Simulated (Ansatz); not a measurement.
Cl$_{2}$H$_{2}$NOTa, SMILES `[NH2][Ta](=[O])([Cl])[Cl]`. The species carries charge 0 and has multiplicity 1. Ta takes the def2 core potential.

```xyz
7

N     1.1411   -0.3556    0.3175
Ta   -0.6677    0.1333   -0.2230
O    -1.1898   -1.2194   -1.1223
Cl   -2.0070    0.4229    1.6335
Cl   -0.6227    2.0125   -1.5611
H     1.7492    0.2312    0.8730
H     1.5968   -1.2250    0.0825
```

Question: What are the harmonic wavenumbers in cm⁻¹ at PBE0-D4/def2-TZVP (Ansatz, finite differences of forces, unscaled)? (An estimate is asked.)

Answer: The calculation gave: 105, 136, 154, 200, 239, 389, 390, 434, 539, 615, 709, 1026, 1546, 3567, 3670.

Question: Is this a minimum?

Answer: Yes, all 15 modes are real.

Question: Give the ideal-gas thermochemistry at 298.15 K and 1 bar (rigid rotor, harmonic oscillator; point group Cs, symmetry number 1).

Answer: Zero-point energy 82.1 kJ/mol; H(298) − E = 103.8 kJ/mol; entropy 370.6 J/(mol·K), of which translation 179.3, rotation 120.1, vibration 71.2; G(298) − E = -6.7 kJ/mol.
